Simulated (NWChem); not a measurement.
System: SiBrCl, singlet; SMILES Cl[Si]Br

Computed with NWChem. Pople sets run with spherical d functions. Low-valent species are run as closed-shell singlets; no triplet was tried in these runs. Coordinates come from a B3LYP/6-31G* (spherical d) optimisation.

Question: Among these, which level gives the highest value of “highest occupied level (eV)”?
A) Hartree-Fock/STO-3G
B) Hartree-Fock/3-21G
C) Hartree-Fock/6-311G**
D) Hartree-Fock/6-31G*

Answer: A, Hartree-Fock/STO-3G. Values: Hartree-Fock/3-21G -10.25; Hartree-Fock/6-311G** -10.24; Hartree-Fock/6-31G* -10.21; Hartree-Fock/STO-3G -7.59
